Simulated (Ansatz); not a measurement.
Two isomers of H8OSSi3: A = `O[Si]([SiH3])([SiH3])S`, B = `O[SiH2]S[SiH2][SiH3]`.

Computed with Ansatz on PBE0-D4/def2-TZVP structures; ΔE is electronic, products minus reactants. CBS: MP2 limit from def2 TZ/QZ plus the TZ coupled-cluster correction, frozen cores. DFT in def2-TZVPP. B3LYP here is the variant with VWN-RPA as its local correlation; programs differ in this. One conformer a species, not always the lowest.

(1) Which isomer does CCSD(T)/CBS put lower? Give the gap. (Best estimate.)

(2) Give E(B) − E(A) in kJ/mol with B3LYP, PBE0-D4, ωB97M-V, CCSD(T)/def2-TZVPP, B2PLYP, r2SCAN-D4, PBE-D4. (Estimate.)

Largest T1 diagnostic: 0.013.

Results:

(1) Ansatz gave: B, by 65.2 kJ/mol.

(2) Ansatz gave: B3LYP -58.5, PBE0-D4 -56.3, ωB97M-V -66.7, CCSD(T)/def2-TZVPP -62.6, B2PLYP -63.6, r2SCAN-D4 -60.4, PBE-D4 -49.9. None reverses the order clearly.

From PBE to PBE0 (25 % exact exchange), in def2-TZVPP and without D4, E(B) − E(A) moves by −6.5 kJ/mol.
